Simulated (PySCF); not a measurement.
NMR problem set

- shielding tensors at PBE0/pcSseg-1 (GIAO)
- spin–spin couplings from B3LYP/pcJ-1 (spin–dipole term left out of most H,H and C,H couplings)
- coordinates at the PBE0-D3(BJ)/def2-SVP level
- code: PySCF 2.14
- a single conformation, no solvent, relativity neglected, fast rotation and ring inversion assumed for equivalent nuclei

Chemical shifts δ = σref − σ; 1H (σref 31.27) and 13C (σref 184.41) vs TMS, all at this level. Multiplet labels drop J under 1 Hz and among equivalent protons, and merge close values. Unscaled 3J(H,H) run several per cent high. Vicinal couplings that depend on rotamer populations or ring flexing (ring, CH–CH, X–H and H–F types) are those of the one conformer. One-bond C–F couplings are unscaled and too large by tens of Hz. Couplings to H on boron are left out. Carbons bonded to boron are broad in practice. Shifts are as computed. Against solution values, carbons near 30 ppm lie about +2 ppm off and those near 130 ppm about +5 ppm. Of 1211 compounds with measured shifts, 218 miss one by over three times the rms of a fit or turn the order of signals round; such compounds aren't used in these exercises.

(1) C$_{5}$H$_{5}$F. 1H NMR (500 MHz, computed): δ 8.17 (dd, J = 6.4, 2.5 Hz, 1H), 7.76 (dd, J = 4.4, 2.5 Hz, 1H), 2.05 (d, J = 14.7 Hz, 3H). 13C{1H} NMR (computed): δ 137.6 (CH, d, J = 14.6 Hz), 130.7 (C, d, J = 285.8 Hz), 130.3 (CH, d, J = 5.1 Hz), 97.4 (C, d, J = 33.2 Hz), 19.1 (CH3, d, J = 31.2 Hz). Identify the compound.

(2) C$_{5}$H$_{5}$F. 1H NMR (500 MHz, computed): δ 5.17 (dd, J = 8.1, 1.9 Hz, 1H), 4.95 (dd, J = 36.6, 1.9 Hz, 1H), 2.06 (d, J = 5.5 Hz, 3H). 13C{1H} NMR (computed): δ 156.0 (d, J = 318.9 Hz), 106.5 (d, J = 27.5 Hz), 96.2 (d, J = 2.5 Hz), 77.9 (d, J = 43.9 Hz), 5.1. Identify the compound.

(3) C$_{3}$H$_{9}$B. 1H NMR (300 MHz, computed): δ 7.50 (br, 1H), 1.54 (qq, J = 8.3, 1.5 Hz, 2H), 1.09 (t, J = 1.5 Hz, 3H), 1.08 (t, J = 8.3 Hz, 3H). 13C{1H} NMR (computed): δ 26.6, 13.4, 10.0. What is it?

## Answers

(1) `CC(F)=C1C=C1`. The formula gives 3 degrees of unsaturation (1 ring in the answer). 5 carbon signals for 5 carbons: no two carbons are equivalent. Carbon types of the structure: 2 × C, 2 × CH, 1 × CH3, which accounts for all hydrogens. δC 137.6, 130.3: alkene CH; as expected for a trigonal carbon in a double bond. δC 130.7, 97.4: fully substituted alkene carbon. δC 19.1: allylic methyl carbon; saturated and bonded to C and H only. δH 2.05: hydrogen on an allylic methyl carbon; allylic position.

This is the structure that produced the data.

(2) `C=C(F)C#CC`. Rings plus π bonds: 3 (no ring in the answer). 5 carbon signals for 5 carbons: no two carbons are equivalent. Carbon types of the structure: 3 × C, 1 × CH2, 1 × CH3, which accounts for all hydrogens. δC 156.0: fully substituted alkene carbon; an sp2 carbon of a C=C bond. δC 106.5: terminal =CH2 carbon; as expected for a trigonal carbon in a double bond. δC 96.2, 77.9: alkyne carbon; the triple bond shields along its axis, which puts it between sp3 and sp2 carbons. δC 5.1: propargylic methyl carbon; saturated and bonded to C and H only.

The shifts were computed for this structure.

(3) `CBCC`. 3 carbon signals for 3 carbons: no two carbons are equivalent. Carbon types of the structure: 1 × CH2, 2 × CH3, leaving 1 H on heteroatoms. δC 13.4: methyl carbon bonded to B. δC 10.0: methyl carbon; aliphatic region, no heteroatom directly attached. δH 7.50: hydrogen on a boron bonded to 2 C. δH 1.09: hydrogen on a methyl carbon bonded to B. The protons at 1.54 and 1.08 share a coupling of 8.3 Hz (vicinal). The protons at 1.09 and 7.50 share a coupling of 5.2 Hz (vicinal).
